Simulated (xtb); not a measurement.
xtb input (GFN2-xTB):

```bash
xtb mol.xyz --gfn 2 --ohess tight --chrg 0 --uhf 0
```
mol.xyz:
```
13

Si     2.26324289     0.22925173     0.40224447
C      0.44047625     0.01602295     0.05422358
C     -0.14418810    -0.51784242    -1.15812557
N     -1.45528546    -0.61506034    -1.34937632
C     -2.24396304    -0.18416111    -0.34258970
C     -1.69366658     0.33910268     0.77505555
N     -0.44325087     0.44609696     1.01039854
H      2.63985857    -0.53182931     1.62916910
H      3.03396421    -0.28237200    -0.79403085
H      2.56882794     1.67275914     0.57066592
H      0.58022608    -0.87501141    -1.93967731
H     -3.26071097    -0.31710028    -0.57363036
H     -2.38809164     0.66318446     1.59573608
```

Output:

```
           -------------------------------------------------
          |                Calculation Setup                |
           -------------------------------------------------

           -------------------------------------------------
          |                 G F N 2 - x T B                 |
           -------------------------------------------------

        Reference                      10.1021/acs.jctc.8b01176
      * Hamiltonian:
        H0-scaling (s, p, d)           1.850000    2.230000    2.230000
        zeta-weighting                 0.500000
      * Dispersion:
        s8                             2.700000
        a1                             0.520000
        a2                             5.000000
        s9                             5.000000
      * Repulsion:
        kExp                           1.500000    1.000000
        rExp                           1.000000
      * Coulomb:
        alpha                          2.000000
        third order                    shell-resolved
        anisotropic                    true
        a3                             3.000000
        a5                             4.000000
        cn-shift                       1.200000
        cn-exp                         4.000000
        max-rad                        5.000000

          ...................................................
          :                      SETUP                      :
          :.................................................:
          :  # basis functions                  40          :
          :  # atomic orbitals                  39          :
          :  # shells                           21          :
          :  # electrons                        36          :
          :  max. iterations                   250          :
          :  Hamiltonian                  GFN2-xTB          :
          :  restarted?                      false          :
          :  GBSA solvation                  false          :
          :  PC potential                    false          :
          :  electronic temp.          300.0000000     K    :
          :  accuracy                    1.0000000          :
          :  -> integral cutoff          0.2500000E+02      :
          :  -> integral neglect         0.1000000E-07      :
          :  -> SCF convergence          0.1000000E-05 Eh   :
          :  -> wf. convergence          0.1000000E-03 e    :
          :  Broyden damping             0.4000000          :
          :  net charge                          0          :
          :  unpaired electrons                  0          :
          ...................................................

 iter      E             dE          RMSdq      gap      omega  full diag
   1    -19.3367922 -0.193368E+02  0.579E+00    2.20       0.0  T
   2    -19.4051477 -0.683556E-01  0.286E+00    2.18       1.0  T
   3    -19.4040844  0.106335E-02  0.240E+00    1.93       1.0  T
   4    -19.4149100 -0.108256E-01  0.121E+00    1.91       1.0  T
   5    -19.4112349  0.367502E-02  0.952E-01    1.87       1.0  T
   6    -19.4156314 -0.439644E-02  0.246E-01    1.88       1.0  T
[...]
   Z      Z             #   av. dist./Å        max./Å        min./Å
   1 H    6 C           3     1.0819739     1.0822362     1.0815548
   6 C    6 C           2     1.3916042     1.3943422     1.3888662
   6 C    7 N           4     1.3253819     1.3330601     1.3217932
   1 H   14 Si          3     1.4623360     1.4650740     1.4608547

           -------------------------------------------------
          |               Frequency Printout                |
           -------------------------------------------------
 projected vibrational frequencies (cm⁻¹)
eigval :       -0.00    -0.00    -0.00     0.00     0.00     0.00
eigval :      -20.94   116.81   176.05   294.32   376.42   401.08
eigval :      547.13   550.36   598.72   730.70   731.34   766.48
eigval :      772.35   785.90   794.50   905.44   907.71  1019.98
eigval :     1100.91  1157.84  1182.27  1218.15  1233.30  1341.77
eigval :     1418.24  1518.07  1564.68  2255.03  2287.12  2289.21
eigval :     3048.35  3051.47  3061.12
 reduced masses (amu)
   1: 11.63   2: 16.30   3: 16.57   4: 18.59   5: 17.25   6: 14.15   7:  1.82   8: 11.30
   9: 12.98  10:  8.18  11: 12.19  12: 20.12  13:  4.77  14:  5.34  15: 12.92  16: 10.77
  17: 10.93  18:  2.08  19:  2.09  20:  5.19  21:  3.69  22:  3.82  23:  4.31  24: 11.49
  25:  7.49  26:  4.88  27:  8.83  28: 11.19  29:  4.74  30:  9.85  31:  9.73  32: 12.83
Molecule has the following symmetry elements: (sigma)
It seems to be the Cs point group
  33: 11.58  34:  1.83  35:  1.94  36:  1.76  37:  1.77  38:  1.80  39:  1.85
 IR intensities (km·mol⁻¹)
   1:  0.01   2:  0.05   3:  0.01   4:  0.00   5:  0.01   6:  0.01   7:  0.04   8:  0.29
   9:  0.53  10:  1.33  11: 22.44  12: 11.54  13: 67.01  14: 54.81  15:  4.36  16: 13.66
  17:  5.79  18:171.19  19:171.91  20:435.51  21:  5.20  22:  0.15  23:  0.05  24: 36.40
  25:  7.92  26:  7.33  27:  2.12  28: 20.95  29:  0.08  30: 11.04  31: 23.64  32:  1.66
  33: 10.49  34:282.94  35:302.64  36:233.47  37: 38.05  38:  8.19  39: 58.96
 Raman intensities (Ä⁴*amu⁻¹)
   1:  0.00   2:  0.00   3:  0.00   4:  0.00   5:  0.00   6:  0.00   7:  0.00   8:  0.00
   9:  0.00  10:  0.00  11:  0.00  12:  0.00  13:  0.00  14:  0.00  15:  0.00  16:  0.00
  17:  0.00  18:  0.00  19:  0.00  20:  0.00  21:  0.00  22:  0.00  23:  0.00  24:  0.00
  25:  0.00  26:  0.00  27:  0.00  28:  0.00  29:  0.00  30:  0.00  31:  0.00  32:  0.00
  33:  0.00  34:  0.00  35:  0.00  36:  0.00  37:  0.00  38:  0.00  39:  0.00
 output can be read by thermo (or use thermo option).
 writing <g98.out> molden fake output.
 recommended (thermochemical) frequency scaling factor: 1.0
           -------------------------------------------------
          |             Thermodynamic Functions             |
           -------------------------------------------------

cs  symmetry found (for desy threshold:  0.10E+00) used in thermo

          ...................................................
          :                      SETUP                      :
          :.................................................:
          :  # frequencies                          32      :
          :  # imaginary freq.                       1      :
          :  linear?                             false      :
          :  only rotor calc.                    false      :
          :  symmetry                               cs      :
          :  rotational number                       1      :
          :  scaling factor                  1.0000000      :
          :  rotor cutoff                   50.0000000 cm⁻¹ :
          :  imag. cutoff                  -20.0000000 cm⁻¹ :
          :.................................................:

    mode    ω/cm⁻¹     T·S(HO)/kcal·mol⁻¹    T·S(FR)/kcal·mol⁻¹   T·S(vib)
   ------------------------------------------------------------------------
       1    116.81    -0.93991 ( 96.75%)    -0.80503 (  3.25%)    -0.93553
       2    176.05    -0.70658 ( 99.35%)    -0.68355 (  0.65%)    -0.70643
       3    294.32    -0.43202 ( 99.92%)    -0.53136 (  0.08%)    -0.43211
   ------------------------------------------------------------------------

   temp. (K)  partition function   enthalpy   heat capacity  entropy
                                   cal/mol     cal/K/mol   cal/K/mol   J/K/mol
 298.15  VIB   11.3                 2327.817     18.860     12.605
         ROT  0.258E+06              888.752      2.981     27.743
         INT  0.290E+07             3216.570     21.841     40.348
         TR   0.112E+28             1481.254      4.968     39.989
         TOT                        4697.8235    26.8091    80.3372   336.1308

       T/K    H(0)-H(T)+PV         H(T)/Eh          T*S/Eh         G(T)/Eh
   ------------------------------------------------------------------------
    298.15    0.748646E-02    0.945189E-01    0.381708E-01    0.563481E-01
   ------------------------------------------------------------------------

         :::::::::::::::::::::::::::::::::::::::::::::::::::::
         ::                  THERMODYNAMIC                  ::
         :::::::::::::::::::::::::::::::::::::::::::::::::::::
         :: total free energy         -19.109315395701 Eh   ::
         ::.................................................::
         :: total energy              -19.165663486944 Eh   ::
         :: zero point energy           0.087032419855 Eh   ::
         :: G(RRHO) w/o ZPVE           -0.030684328611 Eh   ::
         :: G(RRHO) contrib.            0.056348091244 Eh   ::
         :::::::::::::::::::::::::::::::::::::::::::::::::::::
Note: The following floating-point exceptions are signalling: IEEE_UNDERFLOW_FLAG IEEE_DENORMAL
normal termination of xtb
imag cut-off (cm-1) :    5.00
 found            1  significant imaginary frequency
 writing imag mode distorted coords to xtbhess.xyz
 for further optimization.

optimized geometry written to: xtbopt.xyz

           -------------------------------------------------
          | TOTAL ENERGY              -19.165663486944 Eh   |
          | TOTAL ENTHALPY            -19.071144608778 Eh   |
          | TOTAL FREE ENERGY         -19.109315395701 Eh   |
          | GRADIENT NORM               0.000191201003 Eh/α |
          | HOMO-LUMO GAP               2.008914967043 eV   |
           -------------------------------------------------

------------------------------------------------------------------------
------------------------------------------------------------------------
 total:
 SCF:
 ANC optimizer:
 analytical hessian:
```
